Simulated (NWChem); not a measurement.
All runs are NWChem calculations. System: H$_{4}$GeS$_{3}$, charge 0, spin multiplicity 1, at a geometry optimised with B3LYP/def2-SVP. The structure started from a generated list of species. Level: CAM-B3LYP/def2-TZVP.

NWChem printed:

```
             Northwest Computational Chemistry Package (NWChem) 7.3.0
             --------------------------------------------------------

                                NWChem Input Module
                                -------------------

 Scaling coordinates for geometry "geometry" by  1.889725989
 (inverse scale =  0.529177249)

                             Geometry "geometry" -> ""
                             -------------------------

 Output coordinates in angstroms (scale by  1.889725989 to convert to a.u.)

  No.       Tag          Charge          X              Y              Z
 ---- ---------------- ---------- -------------- -------------- --------------
    1 Ge                  32.0000    -0.38747500     0.11490700    -0.17425500
    2 S                   16.0000     0.06468200    -2.05230100    -0.58189000
    3 S                   16.0000    -0.58033900     0.63197700     1.99745500
    4 S                   16.0000     1.34729000     1.26967700    -1.00788100
    5 H                    1.0000    -1.74699300     0.50604100    -0.79191400
    6 H                    1.0000    -1.20073400    -2.46458700    -0.32743900
    7 H                    1.0000     0.63784500     0.14191800     2.32735600
    8 H                    1.0000     1.40294400     0.54995800    -2.15480400

 Effective nuclear repulsion energy (a.u.)     543.4816713297

            Nuclear Dipole moment (a.u.)
            ----------------------------
        X                 Y               Z
 ---------------- ---------------- ----------------
    -0.0000188973     0.0000037795    -0.0000321253


 Summary of "ao basis" -> "" (spherical)
 ------------------------------------------------------------------------------
       Tag                 Description            Shells   Functions and Types
 ---------------- ------------------------------  ------  ---------------------
 *                         def2-tzvp                  on all atoms

                                 NWChem DFT Module
                                 -----------------

 Summary of "ao basis" -> "ao basis" (spherical)
 ------------------------------------------------------------------------------
       Tag                 Description            Shells   Functions and Types
 ---------------- ------------------------------  ------  ---------------------
 Ge                        def2-tzvp                16       48   6s5p4d1f
 S                         def2-tzvp                13       37   5s5p2d1f
 H                         def2-tzvp                 4        6   3s1p

 Summary of "ao basis" -> "ao basis" (spherical)
 ------------------------------------------------------------------------------
       Tag                 Description            Shells   Functions and Types
 ---------------- ------------------------------  ------  ---------------------
 Ge                        def2-tzvp                16       48   6s5p4d1f
 S                         def2-tzvp                13       37   5s5p2d1f
 H                         def2-tzvp                 4        6   3s1p

  int_init: cando_txs set to always be  F

            General Information
            -------------------
          SCF calculation type: DFT
          Wavefunction type:  closed shell.
          No. of atoms     :     8
          No. of electrons :    84
           Alpha electrons :    42
            Beta electrons :    42
          Charge           :     0
          Spin multiplicity:     1
          Use of symmetry is: off; symmetry adaption is: off
          Maximum number of iterations: 100
          This is a Direct SCF calculation.
          AO basis - number of functions:   183
                     number of shells:    71
          Convergence on energy requested:  1.00D-06
          Convergence on density requested:  1.00D-05
          Convergence on gradient requested:  5.00D-04

              XC Information
              --------------
                     Hartree-Fock (Exact) Exchange  1.000
                   CAM-Becke88 Exchange Functional  1.000
                      VWN V Correlation Functional  0.190 local
              Lee-Yang-Parr Correlation Functional  0.810

           Range-Separation Parameters
[...]
          Convergence Information
          -----------------------
          Convergence aids based upon iterative change in
          total energy or number of iterations.
          Levelshifting, if invoked, occurs when the
          HOMO/LUMO gap drops below (HL_TOL):  1.00D-02
          DIIS, if invoked, will attempt to extrapolate
          using up to (NFOCK): 10 stored Fock matrices.

                    Damping( 0%)  Levelshifting(0.5)       DIIS
                  --------------- ------------------- ---------------
          dE  on:    start            ASAP                start
          dE off:    2 iters        100 iters           100 iters

      Screening Tolerance Information
      -------------------------------
          Density screening/tol_rho:  1.00D-10
          AO Gaussian exp screening on grid/accAOfunc:  14
          CD Gaussian exp screening on grid/accCDfunc:  20
          XC Gaussian exp screening on grid/accXCfunc:  20
          Schwarz screening/accCoul:  1.00D-08

      Superposition of Atomic Density Guess
      -------------------------------------

 Sum of atomic energies:       -3269.74380316

      Non-variational initial energy
      ------------------------------

 Total energy =   -3270.779358
 1-e energy   =   -5630.419201
 2-e energy   =    1816.158171
 HOMO         =      -0.306921
 LUMO         =       0.004294

   convergence    iter        energy       DeltaE   RMS-Dens  Diis-err    time
 ---------------- ----- ----------------- --------- --------- ---------  ------
 d= 0,ls=0.0,diis     1  -3274.1613491307 -3.82D+03  4.11D-03  1.75D+00    46.4
 d= 0,ls=0.0,diis     2  -3274.2164758991 -5.51D-02  2.67D-03  2.24D-01    91.8
 d= 0,ls=0.0,diis     3  -3274.2334172033 -1.69D-02  1.05D-03  1.41D-01   132.0
 d= 0,ls=0.0,diis     4  -3274.2495985251 -1.62D-02  1.29D-04  5.60D-03   183.3
 d= 0,ls=0.0,diis     5  -3274.2498472416 -2.49D-04  4.54D-05  1.05D-04   238.0
  Resetting Diis
 d= 0,ls=0.0,diis     6  -3274.2498586605 -1.14D-05  1.49D-05  9.19D-06   287.4
 d= 0,ls=0.0,diis     7  -3274.2498602343 -1.57D-06  5.01D-06  3.51D-07   343.5
 d= 0,ls=0.0,diis     8  -3274.2498603081 -7.38D-08  1.56D-06  2.82D-07   408.0

         Total DFT energy =    -3274.249860308084
      One electron energy =    -5631.419160971691
           Coulomb energy =     1971.467181141825
    Exchange-Corr. energy =     -157.779551807956
 Nuclear repulsion energy =      543.481671329738

 Numeric. integr. density =       84.000006873403

     Total iterative time =    401.8s

                       DFT Final Molecular Orbital Analysis
                       ------------------------------------

 Vector   40  Occ=2.000000D+00  E=-3.386588D-01
              MO Center=  1.8D-01, -2.0D-01,  2.0D-01, r^2= 5.7D+00
   Bfn.  Coefficient  Atom+Function         Bfn.  Coefficient  Atom+Function
  ----- ------------  ---------------      ----- ------------  ---------------
    65      0.279476  2 S  pz               137     -0.249385  4 S  px
   101     -0.228913  3 S  py                68      0.214716  2 S  pz
   140     -0.175775  4 S  px               104     -0.172587  3 S  py
   100     -0.137990  3 S  px                62      0.134741  2 S  pz
   102      0.130700  3 S  pz               134     -0.117835  4 S  px

 Vector   41  Occ=2.000000D+00  E=-3.284228D-01
              MO Center=  7.5D-01,  7.0D-01, -5.5D-01, r^2= 4.4D+00
   Bfn.  Coefficient  Atom+Function         Bfn.  Coefficient  Atom+Function
  ----- ------------  ---------------      ----- ------------  ---------------
   138      0.312948  4 S  py               141      0.238405  4 S  py
   137     -0.213699  4 S  px               139     -0.205212  4 S  pz
   140     -0.168589  4 S  px                64      0.154306  2 S  py
   135      0.149244  4 S  py               142     -0.147620  4 S  pz
   129     -0.121217  4 S  py               101      0.117931  3 S  py

 Vector   42  Occ=2.000000D+00  E=-3.236422D-01
              MO Center= -2.6D-01, -6.3D-01,  6.4D-01, r^2= 5.2D+00
   Bfn.  Coefficient  Atom+Function         Bfn.  Coefficient  Atom+Function
  ----- ------------  ---------------      ----- ------------  ---------------
    65      0.360217  2 S  pz               101      0.349436  3 S  py
    68      0.274419  2 S  pz               104      0.262621  3 S  py
    62      0.171127  2 S  pz                98      0.165699  3 S  py
    56     -0.138973  2 S  pz                92     -0.134704  3 S  py
   100      0.113984  3 S  px               103      0.083699  3 S  px

 Vector   43  Occ=0.000000D+00  E=-4.109077D-03
              MO Center= -9.0D-02, -5.4D-02, -1.8D-02, r^2= 6.3D+00
   Bfn.  Coefficient  Atom+Function         Bfn.  Coefficient  Atom+Function
  ----- ------------  ---------------      ----- ------------  ---------------
     6      1.353999  1 Ge s                  5      0.504013  1 Ge s
   162     -0.495410  5 H  s                 67     -0.492152  2 S  py
   105      0.434930  3 S  pz               140      0.301257  4 S  px
   142     -0.278727  4 S  pz                53     -0.256847  2 S  s
     4     -0.238493  1 Ge s                174     -0.230591  7 H  s

 Vector   44  Occ=0.000000D+00  E= 3.843686D-02
              MO Center=  2.3D-01, -1.5D-01, -8.3D-02, r^2= 7.9D+00
   Bfn.  Coefficient  Atom+Function         Bfn.  Coefficient  Atom+Function
  ----- ------------  ---------------      ----- ------------  ---------------
   180      0.825687  8 H  s                168      0.765418  6 H  s
    90     -0.699166  3 S  s                 21      0.603421  1 Ge pz
   174      0.556508  7 H  s                127     -0.495035  4 S  s
    66      0.381095  2 S  px               103     -0.331947  3 S  px
    67      0.299009  2 S  py                53     -0.286256  2 S  s

 Vector   45  Occ=0.000000D+00  E= 4.306395D-02
              MO Center= -1.6D-01,  1.2D-01, -2.8D-01, r^2= 5.7D+00
   Bfn.  Coefficient  Atom+Function         Bfn.  Coefficient  Atom+Function
  ----- ------------  ---------------      ----- ------------  ---------------
    20      0.740050  1 Ge py                21     -0.702536  1 Ge pz
    19      0.683712  1 Ge px               127     -0.676962  4 S  s
   140      0.506758  4 S  px                90      0.395660  3 S  s
   104     -0.277161  3 S  py               141      0.247573  4 S  py
    67      0.235455  2 S  py                17      0.230349  1 Ge py

 center of mass
 --------------
 x =  -0.03225701 y =   0.02609635 z =  -0.00870545

 moments of inertia (a.u.)
 ------------------
        1394.891146853163        -137.242822093181         273.054752402413
        -137.242822093181         967.378489170322        -127.508638378160
         273.054752402413        -127.508638378160        1048.217005210643

     Multipole analysis of the density
     ---------------------------------

     L   x y z        total         alpha         beta         nuclear
     -   - - -        -----         -----         ----         -------
     0   0 0 0     -0.000000    -42.000000    -42.000000     84.000000

     1   1 0 0     -0.300186     -0.150083     -0.150083     -0.000019
     1   0 1 0     -0.279138     -0.139571     -0.139571      0.000004
     1   0 0 1     -0.252657     -0.126312     -0.126312     -0.000032

     2   2 0 0    -43.017775   -103.950307   -103.950307    164.882839
     2   1 1 0      1.069748    -36.765670    -36.765670     74.601087
     2   1 0 1      1.215630     69.310215     69.310215   -137.404800
     2   0 2 0    -46.524937   -213.689475   -213.689475    380.854012
     2   0 1 1     -0.483602    -31.918525    -31.918525     63.353447
     2   0 0 2    -43.328283   -195.349513   -195.349513    347.370742

 Task  times  cpu:      408.1s     wall:      408.1s

 Total times  cpu:      408.2s     wall:      408.2s
```

Task: Write an NWChem input that would produce this output.

Result: This is not unique; one that fits is 
```
start mol
memory heap 200 mb stack 800 mb global 1000 mb
geometry units angstroms nocenter noautoz noautosym
  Ge    -0.387475     0.114907    -0.174255
  S      0.064682    -2.052301    -0.581890
  S     -0.580339     0.631977     1.997455
  S      1.347290     1.269677    -1.007881
  H     -1.746993     0.506041    -0.791914
  H     -1.200734    -2.464587    -0.327439
  H      0.637845     0.141918     2.327356
  H      1.402944     0.549958    -2.154804
end
basis spherical
  * library def2-tzvp
end
dft
  xc xcamb88 1.00 lyp 0.81 vwn_5 0.19 hfexch 1.00
  cam 0.33 cam_alpha 0.19 cam_beta 0.46
  direct
  iterations 100
end
task dft energy
```
